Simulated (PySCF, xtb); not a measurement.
C2H4NO, SMILES O=C[N]C (connectivity only; charge and spin as stated), charge -1, multiplicity 1.

xtb 6.7.1 with GFN2-xTB at its own geometry gives an orbital gap of 5.15 eV.

The structure is a stationary point at B3LYP-D3(BJ)/def2-SVPD. The geometry has at least one imaginary mode, so it is a saddle point at that level. The spin state was assumed, not searched. The isomer is the one that the SMILES or the coordinates give; other isomers of the formula were not compared. One conformer was computed; it need not be the lowest.

**Question.** What does PBE/def2-TZVPD in PySCF give? (The exact figures need the calculation; the answer reports its results.)

**Answer.** gap 3.15 eV (levels 0.57 and 3.71 eV).
